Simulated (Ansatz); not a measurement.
`C[Si](S)(Cl)Cl` + `C1=C[SiH2]1` → `C[SiH](S)Cl` + `ClC1=C[SiH2]1`  (redistribution)

Program: Ansatz. Geometries: PBE0-D4/def2-TZVP. ΔE: electronic, gas phase. CCSD(T)/CBS is the MP2 limit (def2-TZVPP, def2-QZVPP) plus CCSD(T) − MP2 in def2-TZVPP, frozen cores. Functionals use def2-TZVPP. B3LYP here is the variant with VWN-RPA as its local correlation; programs differ in this. HSE06 is defined as in plane-wave codes. Each species was taken in one conformer, which may not be the lowest.

`C[Si](S)(Cl)Cl`:

Z-matrix (Å, degrees):
```
C
Si 1 1.847
H 1 1.092 2 110.1
H 1 1.092 2 109.9 3 120.3
H 1 1.092 2 110.2 3 -119.8
S 2 2.121 1 114.3 3 -178.4
Cl 2 2.045 1 110.1 3 -61.1
Cl 2 2.051 1 108.3 3 57.8
H 6 1.345 2 93.2 1 -63.0
```

`C1=C[SiH2]1`:

Z-matrix (Å, degrees):
```
Si
C 1 1.808
C 1 1.808 2 43.2
H 1 1.482 2 121.6 3 104.1
H 1 1.482 2 121.6 3 -104.1
H 2 1.083 1 155.7 3 -180.0
H 3 1.083 1 155.7 2 -180.0
```

`C[SiH](S)Cl`:

Z-matrix (Å, degrees):
```
C
Si 1 1.855
H 1 1.092 2 110.1
H 1 1.092 2 110.6 3 -120.1
H 1 1.092 2 110.2 3 120.3
S 2 2.127 1 112.6 3 58.6
Cl 2 2.062 1 107.8 3 -178.0
H 2 1.480 1 113.1 3 -59.4
H 6 1.344 2 94.4 1 51.7
```

`ClC1=C[SiH2]1`:

```xyz
7

Cl   -0.811   -1.823    1.671
C    -0.253   -0.669    0.555
C     0.555   -0.677   -0.496
Si   -0.124    0.979   -0.167
H     1.152   -1.404   -1.030
H     0.693    2.042    0.464
H    -1.211    1.551   -0.997
```

```tsv
level	ΔE (kcal/mol)	difference from CCSD(T)/CBS
LDA (SPW92)	32.5	-4.0
PBE-D4	32.8	-3.7
revPBE-D4	33.1	-3.4
BLYP-D4	33.2	-3.3
r2SCAN-D4	35.2	-1.3
PBE0-D4	34.8	-1.7
B3LYP-D4	34.8	-1.7
r2SCAN0-D4	36.3	-0.2
HSE06-D4	34.7	-1.8
CAM-B3LYP-D4	35.5	-1.0
ωB97X-V	35.8	-0.7
B2PLYP	34.8	-1.7
PBE-QIDH	36.0	-0.5
PBE	32.1	-4.4
revPBE	31.6	-4.9
BLYP	31.6	-4.9
r2SCAN	35.1	-1.4
PBE0	34.1	-2.4
B3LYP	33.5	-3.0
r2SCANh	35.5	-1.0
r2SCAN0	36.1	-0.4
HSE06	34.1	-2.4
BHLYP	35.7	-0.8
CAM-B3LYP	34.8	-1.7
RPA@PBE/def2-TZVPP	34.0	-2.5
HF/def2-SVP	37.5	1.0
MP2/def2-SVP	35.3	-1.2
CCSD/def2-SVP	35.2	-1.3
CCSD(T)/def2-SVP	34.5	-2.0
HF/def2-TZVPP	37.0	0.5
MP2/def2-TZVPP	36.4	-0.1
SCS-MP2/def2-TZVPP	35.5	-1.0
CCSD/def2-TZVPP	36.0	-0.5
CCSD(T)/def2-TZVPP	35.6	-0.9
HF/def2-QZVPP	37.0	0.5
MP2/def2-QZVPP	36.9	0.4
SCS-MP2/def2-QZVPP	36.1	-0.4
HF/CBS(def2)	37.0	0.5
MP2/CBS(def2)	37.3	0.8
CCSD/CBS(def2)	36.9	0.4
CCSD(T)/CBS	36.5	0
```

Largest T1 diagnostic among the species: 0.013.

From r2SCAN to r2SCAN0 (25 % exact exchange), in def2-TZVPP and without D4, ΔE moves by +1.0 kcal/mol. At CCSD(T), def2-SVP lies −2.0 kcal/mol from the extrapolated value and def2-TZVPP −0.9 kcal/mol.
